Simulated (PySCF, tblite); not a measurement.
Isomers of C6H10N2SSi. Calculated harmonic vibrations of the isolated species, GFN2-xTB (tblite), most abundant isotopes, no scaling. The method is semi-empirical: single wavenumbers can be off by several per cent or more. Modes of hydrogen on silicon can be 10 to 20 % off. One conformer each.

Electronic energies: PBE0/pcSseg-1 single points on the GFN2-xTB geometries (PySCF, gas phase).

| SMILES | electronic energy, lowest = 0 (kJ/mol) |
| --- | --- |
| C=Cc1cc(S[SiH3])nn1C | 20.7 |
| C=Cc1cc(CS[SiH3])n[nH]1 | 8.1 |
| C=Cc1[nH]nc(S[SiH3])c1C | 0.0 |
| C=Cc1cc(SC[SiH3])n[nH]1 | 76.8 |

Q: How do GFN2-xTB zero-point energies change the relative energies?

A: 
```
                 SMILES  ZPE (kJ/mol)  of it from modes above 1550 cm⁻¹  electronic (kJ/mol)  with ZPE, lowest = 0 (kJ/mol)  lowest mode (cm⁻¹)  rings
C=Cc1[nH]nc(S[SiH3])c1C         381.2                             191.7                  0.0                            0.0                  45      1
C=Cc1cc(CS[SiH3])n[nH]1         381.1                             183.2                  8.1                            8.0                   9      1
   C=Cc1cc(S[SiH3])nn1C         380.6                             180.4                 20.7                           20.1                  45      1
C=Cc1cc(SC[SiH3])n[nH]1         376.3                             182.5                 76.8                           71.9                  39      1
```

The zero-point energies span 4.9 kJ/mol, from `C=Cc1cc(SC[SiH3])n[nH]1` to `C=Cc1[nH]nc(S[SiH3])c1C`. The order is unchanged.

Q: And how do the electronic energies of GFN2-xTB itself compare?

A: `C=Cc1[nH]nc(S[SiH3])c1C` 8.2; `C=Cc1cc(CS[SiH3])n[nH]1` 36.1; `C=Cc1cc(S[SiH3])nn1C` 0.0; `C=Cc1cc(SC[SiH3])n[nH]1` 139.4 kJ/mol, lowest = 0. Against the energies above, taken from the same isomer `C=Cc1[nH]nc(S[SiH3])c1C`, the largest difference is 54.4 kJ/mol.

Q: What do entropy and thermal enthalpy add at 298.15 K and 1 bar (rigid rotor, harmonic oscillator, one conformer each)?

A: 
| SMILES | point group | symmetry number | S (J/(mol K)) | H − H(0) (kJ/mol) | ZPE + H − H(0) − TS (kJ/mol) |
| --- | --- | --- | --- | --- | --- |
| C=Cc1[nH]nc(S[SiH3])c1C | Cs | 1 | 449.6 | 33.66 | 280.8 |
| C=Cc1cc(S[SiH3])nn1C | Cs | 1 | 450.5 | 33.58 | 279.8 |
| C=Cc1cc(SC[SiH3])n[nH]1 | C1 | 1 | 460.0 | 33.99 | 273.1 |

Not tabulated: `C=Cc1cc(CS[SiH3])n[nH]1` (lowest mode only 9 cm⁻¹).
